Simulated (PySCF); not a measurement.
CH8N2OSi, SMILES CN[Si@@H](N)O.

Geometry: B3LYP-D3(BJ)/def2-SVP. The structure was generated by enumeration; whether it is a known compound was not checked. One conformer was computed; it need not be the lowest.

Computed with CAM-B3LYP/def2-TZVP in PySCF.

Isolated molecule, no solvent.

| Item | Result |
|---|---|
| total energy | -517.27096 hartree |
| highest occupied level | -8.17 eV |
| lowest empty level | 1.85 eV |
| orbital gap | 10.02 eV |
| dipole moment | 0.97 D |
| quadrupole, principal values (traceless, Buckingham form, about the centre of nuclear charge) | -8.57, 1.49, 7.08 D·Å |
| mean static polarisability | 55.3 bohr³ (8.19 Å³) |
| polarisability, principal values | 48.6, 54.1, 63.2 bohr³ |
